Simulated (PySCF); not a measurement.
**Energy of La⁺ (lanthanum, charge +1) between two integer charges**

The 5d alpha orbital of [Xe] 5d2 is emptied in steps (occupation f), with all orbitals relaxed, ending at [Xe] 5d1. All numbers are calculated (PySCF 2.14, scalar relativity through the core potential, in def2-SVP with the def2 core potential (46 electrons)). The exact energy is a straight line in f; departures are measured from the line between the end points of the same method.

```
  f  PBE0 (eV)  r2SCAN (eV)  LC-wPBE (eV)
  1      0.000        0.000         0.000
0.9     -0.232       -0.303        -0.015
0.7     -0.543       -0.710        -0.034
0.5     -0.647       -0.845        -0.039
0.3     -0.544       -0.706        -0.030
0.1     -0.233       -0.299        -0.012
  0      0.000        0.000         0.000
```

| method | E(f=0) − E(f=1) (eV) | −ε at f=1 (eV) | −ε at f=0.5 (eV) |
| --- | --- | --- | --- |
| PBE0 | 11.261 | 8.693 | 11.257 |
| r2SCAN | 11.277 | 7.918 | 11.288 |
| LC-wPBE | 11.091 | 10.921 | 11.104 |

Orbital energy along the path (eV):

```
  f     PBE0   r2SCAN  LC-wPBE
  1   -8.693   -7.918  -10.921
0.9   -9.195   -8.581  -10.958
0.7  -10.219   -9.918  -11.034
0.5  -11.257  -11.288  -11.104
0.3  -12.298  -12.651  -11.159
0.1  -13.334  -13.961  -11.203
  0  -13.842  -14.554  -11.226
```

Reference removal energy between the ground levels: 11.185 eV (measured; NIST Atomic Spectra Database, ionization energies). The calculation has no spin-orbit coupling.
